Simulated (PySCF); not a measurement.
Spinor energies of Zn²¹⁺ (zinc, charge +21)

Start: [He] 2s2 2p5; 2p1/2 filled at m_j = +1/2; 2p3/2 filled at m_j = -3/2, -1/2, +1/2, +3/2. Calculated with PySCF 2.14 in an uncontracted even-tempered set (18 s from 5.6 bohr⁻², ratio 2.4; 12 p from 7.3 bohr⁻², ratio 2.4; 5 d from 31 bohr⁻², ratio 2.6; 5 f from 46 bohr⁻², ratio 2.6): generalised Hartree-Fock with the X2C-1e Hamiltonian and a Gaussian nucleus; one run each with spin-orbit coupling (SO) screened by Boettger's factors, then bare. This is a chosen level, not necessarily the ground level.

```
spinor shell  electrons  ε, screened SO (eV)  ε, bare SO (eV)  weight of nominal j (bare SO)  rms radius, bare SO (bohr)
       1s1/2          2             -10718.3         -10718.4                          1.000                      0.0579
       2s1/2          2              -2120.1          -2120.1                          1.000                       0.237
       2p1/2          1              -1997.9          -1999.2                          1.000                       0.208
       2p3/2          4              -1965.2          -1964.6                          1.000                       0.211
```

```csv
quantity,screened SO,bare SO
E (hartree),-1499.60900,-1499.57042
M_J,1/2,1/2
⟨J²⟩,0.750,0.750
⟨L²⟩,2.001,2.001
⟨S²⟩,0.751,0.751
```

Each row is a mean over spinors that exchange with the open shell spreads, by up to 7.792 eV (2p3/2).
